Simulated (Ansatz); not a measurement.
The same hydrolysis along the group Mg, Zn, Cd.

Computed with Ansatz on PBE0-D4/def2-TZVP structures; ΔE is electronic, products minus reactants. CBS: MP2 limit from def2 TZ/QZ plus the TZ coupled-cluster correction, frozen cores. This one scheme is used for every species. DFT in def2-TZVPP. def2 core potentials past Kr. For Br, Cd, Mg, Zn outer-core shells are correlated without core-valence functions, which leaves a few kJ/mol of doubt a bond. Scalar relativity is left out up to krypton. Each species was taken in one conformer, which may not be the lowest.

```csv
reaction,CCSD(T)/CBS(def2) (kcal/mol)
`[NH2][Mg][Br]` + H₂O → `[NH2][Mg][OH]` + HBr,22.6
`[NH2][Zn][Br]` + H₂O → `[NH2][Zn][OH]` + HBr,?
`[NH2][Cd][Br]` + H₂O → `[NH2][Cd][OH]` + HBr,34.2
```

Problem. Fill in the missing values. (Best estimate.)

Solution. The calculation gave: `[NH2][Zn][Br]` + H₂O → `[NH2][Zn][OH]` + HBr: +27.6 kcal/mol.

Largest T1 diagnostic: 0.017, for `[NH2][Zn][OH]`.
